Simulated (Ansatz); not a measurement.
Consider the atomization: `CC1(C)CCCC(C)(C)N1` → 9 C• + 19 H• + N•.

Isolated molecules relaxed with PBE0-D4/def2-TZVP in Ansatz; ΔE leaves out vibrations. CBS: MP2 limit from def2 TZ/QZ plus the TZ coupled-cluster correction, frozen cores. This one scheme is used for every species, atoms too. Functionals use def2-TZVPP. B3LYP here is the variant with VWN-RPA as its local correlation; programs differ in this. No spin–orbit coupling; open shells (•) take unrestricted orbitals. Spin–orbit coupling would lower the free atoms: a little for C.

`CC1(C)CCCC(C)(C)N1`:

Cartesian coordinates in Å:
```
C -1.093 -0.954 1.590
C -0.493 0.385 1.136
C -0.211 1.217 2.381
C -1.493 1.134 0.223
C -1.088 1.108 -1.247
C -0.469 -0.229 -1.607
C 0.852 -0.439 -0.854
C 1.150 -1.932 -0.707
C 1.997 0.201 -1.638
N 0.776 0.269 0.426
H -1.408 -1.571 0.748
H -1.974 -0.783 2.215
H -0.368 -1.523 2.179
H -1.135 1.416 2.930
H 0.245 2.168 2.102
H 0.472 0.692 3.057
H -1.587 2.172 0.555
H -2.484 0.683 0.339
H -1.957 1.315 -1.879
H -0.363 1.904 -1.444
H -0.278 -0.301 -2.681
H -1.173 -1.032 -1.365
H 0.380 -2.445 -0.130
H 1.214 -2.413 -1.688
H 2.110 -2.084 -0.203
H 2.925 0.153 -1.061
H 1.787 1.253 -1.838
H 2.162 -0.315 -2.588
H 1.505 -0.050 1.050
```

```tsv
level	ΔE (kJ/mol)	difference from CCSD(T)/CBS
r2SCAN-D4	11779.8	19.5
B3LYP-D4	11767.9	7.6
ωB97X-V	11793.0	32.7
ωB97M-V	11803.9	43.6
PBE	11923.0	162.7
r2SCAN	11756.3	-4.0
PBE0	11798.1	37.8
HF/def2-TZVPP	8756.2	-3004.1
MP2/def2-TZVPP	11644.6	-115.7
SCS-MP2/def2-TZVPP	11598.3	-162.0
CCSD(T)/def2-TZVPP	11508.5	-251.8
HF/def2-QZVPP	8765.2	-2995.1
MP2/def2-QZVPP	11792.2	31.9
HF/CBS(def2)	8766.8	-2993.5
MP2/CBS(def2)	11896.5	136.2
CCSD/CBS(def2)	11606.1	-154.2
CCSD(T)/CBS	11760.3	0
```

Largest T1 diagnostic among the species: 0.009.

From PBE to PBE0 (25 % exact exchange), in def2-TZVPP and without D4, ΔE moves by −125.0 kJ/mol: exact exchange takes away binding that semilocal exchange gives to molecules. In def2-TZVPP, CCSD(T) changes the Hartree–Fock value by +2752.3 kJ/mol (the triples alone add +154.3 kJ/mol) and MP2 by +2888.4 kJ/mol; breaking electron pairs costs correlation energy, which Hartree–Fock lacks. The D4 term adds +127.9 kJ/mol with B3LYP and +69.9 kJ/mol with PBE0; it sums over pairs of atoms, weighted by their polarisabilities, and B3LYP, whose exchange is more repulsive, gets the larger term.

For atomizations the MP2-based limit and the directly extrapolated one differ by several kJ/mol either way, and by 10 to 25 for some Ge, Se and Sn compounds, so smaller differences from it don't rank the levels.
